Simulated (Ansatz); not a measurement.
Consider the formal exchange of groups at a C–Si bond: `C[SiH]([SiH3])[NH][AlH2]` + `C=CBCl` → `C/C=C\BCl` + `[AlH2][NH][SiH2][SiH3]`.

Isolated molecules relaxed with PBE0-D4/def2-TZVP in Ansatz; ΔE leaves out vibrations. CCSD(T)/CBS adds triple-zeta CCSD(T) − MP2 to the extrapolated MP2 energy (def2 sets, frozen cores). Functionals use def2-TZVPP. One conformer a species, not always the lowest.

`C[SiH]([SiH3])[NH][AlH2]`:

```xyz
15

C     0.225    0.511    2.011
Si    0.410    0.039    0.209
Si    0.376   -2.300   -0.002
N    -0.813    0.747   -0.797
Al   -0.636    1.911   -2.135
H     1.027    0.073    2.611
H     0.263    1.597    2.129
H    -0.728    0.158    2.416
H     1.712    0.553   -0.305
H     0.662   -2.717   -1.403
H     1.369   -2.959    0.893
H    -0.974   -2.825    0.358
H    -1.753    0.421   -0.609
H     0.811    2.451   -2.468
H    -1.949    2.341   -2.909
```

`C=CBCl`:

```xyz
8

C    -0.667    1.116   -0.002
C     0.067    0.126    0.517
B     0.517   -1.037   -0.371
Cl    1.478   -2.347    0.278
H    -0.951    1.108   -1.050
H    -1.010    1.963    0.585
H     0.334    0.166    1.571
H     0.231   -1.094   -1.529
```

`C/C=C\BCl`:

```xyz
11

C     0.844    0.527   -1.166
C     0.089    0.942    0.042
C    -0.583    0.157    0.902
B    -0.698   -1.360    0.793
Cl   -1.614   -2.246    2.000
H     0.439    1.029   -2.051
H     0.822   -0.549   -1.331
H     1.887    0.851   -1.085
H     0.096    2.016    0.230
H    -1.077    0.656    1.734
H    -0.205   -2.022   -0.067
```

`[AlH2][NH][SiH2][SiH3]`:

Cartesian coordinates in Å:
```
Al 2.444 -0.377 -0.933
N 0.662 -0.447 -0.916
Si -0.411 -0.743 0.410
Si -1.867 1.060 0.774
H 3.206 -0.638 0.426
H 3.147 -0.054 -2.313
H 0.199 -0.273 -1.800
H 0.434 -0.958 1.616
H -1.233 -1.972 0.202
H -2.838 0.763 1.864
H -2.638 1.352 -0.468
H -1.105 2.286 1.138
```

```
             level  ΔE (kJ/mol)  difference from CCSD(T)/CBS
           PBE0-D4         31.3                         -4.5
           ωB97M-V         35.5                         -0.3
            B2PLYP         32.3                         -3.5
              PBE0         29.7                         -6.1
    MP2/def2-TZVPP         35.7                         -0.1
SCS-MP2/def2-TZVPP         33.9                         -1.9
CCSD(T)/def2-TZVPP         34.9                         -0.9
     HF/def2-QZVPP         29.9                         -5.9
    MP2/def2-QZVPP         36.2                          0.4
      HF/CBS(def2)         29.9                         -5.9
       CCSD(T)/CBS         35.8                            0
```

Largest T1 diagnostic among the species: 0.013.

In def2-TZVPP, CCSD(T) changes the Hartree–Fock value by +5.0 kJ/mol (the triples alone add +0.4 kJ/mol) and MP2 by +5.8 kJ/mol.
